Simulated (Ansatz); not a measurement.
Reaction (redistribution): `[SiH3]BCS[SiH3]` + `O[CH2][SnH2][OH]` → `OBCS[SiH3]` + `[OH][SnH2][CH2][SiH3]`

Program: Ansatz. Geometries: PBE0-D4/def2-TZVP. ΔE: electronic, gas phase. CBS: MP2 limit from def2 TZ/QZ plus the TZ coupled-cluster correction, frozen cores. Functionals use def2-TZVPP. def2 core potentials past Kr. For Sn outer-core shells are correlated without core-valence functions, which leaves a few kJ/mol of doubt a bond. One conformer a species, not always the lowest.

`[SiH3]BCS[SiH3]`:

Cartesian coordinates in Å:
```
Si 1.987 -1.874 -0.252
B 0.731 -1.053 1.101
C -0.340 0.021 0.757
S -0.646 0.295 -1.015
Si -1.861 2.035 -0.894
H 2.859 -2.925 0.339
H 1.230 -2.471 -1.387
H 2.861 -0.795 -0.796
H 0.820 -1.325 2.267
H -1.277 -0.172 1.290
H 0.067 0.940 1.213
H -1.128 3.141 -0.219
H -3.102 1.767 -0.119
H -2.201 2.418 -2.286
```

`O[CH2][SnH2][OH]`:

```xyz
10

O    -0.813   -1.886    0.556
C    -0.725   -0.803   -0.352
Sn    0.680    0.595    0.472
O     0.652    2.020   -0.897
H    -1.438   -2.530    0.211
H    -1.684   -0.288   -0.485
H    -0.364   -1.112   -1.340
H     2.274   -0.019    0.578
H     0.177    1.268    1.963
H     1.240    2.754   -0.707
```

`OBCS[SiH3]`:

```xyz
12

O    -0.670    2.480   -1.450
B     0.301    1.774   -0.832
C    -0.123    0.555    0.063
S     0.909   -0.881   -0.395
Si    0.042   -2.327    0.897
H    -0.336    3.216   -1.969
H     1.455    2.084   -0.963
H    -1.182    0.318   -0.056
H     0.065    0.799    1.115
H     0.174   -1.911    2.319
H    -1.405   -2.508    0.603
H     0.771   -3.599    0.668
```

`[OH][SnH2][CH2][SiH3]`:

```xyz
12

O     1.229   -1.785   -1.246
Sn    0.604    0.067   -1.501
C    -0.994    0.382   -0.106
Si   -0.438    0.295    1.671
H     1.583   -1.945   -0.368
H     0.088    0.080   -3.123
H     1.908    1.137   -1.203
H    -1.743   -0.387   -0.314
H    -1.447    1.356   -0.315
H     0.489    1.421    1.967
H     0.299   -0.978    1.913
H    -1.578    0.357    2.626
```

```tsv
level	ΔE (kJ/mol)
ωB97X-V	-276.3
CCSD/def2-TZVPP	-285.8
```

(1) What does CCSD(T)/CBS give? (Best estimate.)

Largest T1 diagnostic among the species: 0.013.

Answers

(1) Ansatz gave: -286.9 kJ/mol. The listed levels differ from it by 10.6, 1.1 kJ/mol.

From PBE to PBE0 (25 % exact exchange), in def2-TZVPP and without D4, ΔE moves by −6.5 kJ/mol.
